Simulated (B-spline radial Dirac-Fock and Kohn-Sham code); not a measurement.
## Two-hole binding energies of I⁵⁺

System: iodine as I⁵⁺, configuration [Kr] 4d9 5s2 5p1 (an excited configuration).

The computed values come from an atomic code on a B-spline grid: multi-electron Dirac-Fock with separately optimised hole states, Breit and Lamb-shift corrections added in first order. U is the two-hole binding energy less the two single-hole energies, the effective repulsion of the holes after relaxation. Each two-hole energy is an average over J within one jj subconfiguration.

```tsv
holes	E(a) (eV)	E(b) (eV)	E(ab) (eV)	U (eV)
1s⁻²	33251.9	33251.9	?	?
1s⁻¹ 3p3/2⁻¹	33251.9	959.8	34285.9	74.2
2s⁻²	5278.4	5278.4	10704.0	147.2
2s⁻¹ 2p1/2⁻¹	5278.4	4936.6	10353.2	138.2
2p1/2⁻²	4936.6	4936.6	10055.5	182.3
2s⁻¹ 2p3/2⁻¹	5278.4	4641.7	10054.3	134.2
2p1/2⁻¹ 2p3/2⁻¹	4936.6	4641.7	9741.7	163.4
2p3/2⁻²	4641.7	4641.7	9445.9	162.6
2s⁻¹ 3p1/2⁻¹	5278.4	1016.6	6361.4	66.4
2s⁻¹ 3p3/2⁻¹	5278.4	959.8	6302.5	64.3
2p1/2⁻¹ 3p3/2⁻¹	4936.6	959.8	5962.9	66.5
2p3/2⁻¹ 3s⁻¹	4641.7	1158.0	5864.0	64.3
3p1/2⁻²	1016.6	1016.6	2088.2	55.0
3d3/2⁻²	713.5	713.5	1482.9	55.8
```

Q: Give the missing two-hole energy and U.

A: E(ab) = 67376.3 eV and U = 872.4 eV.
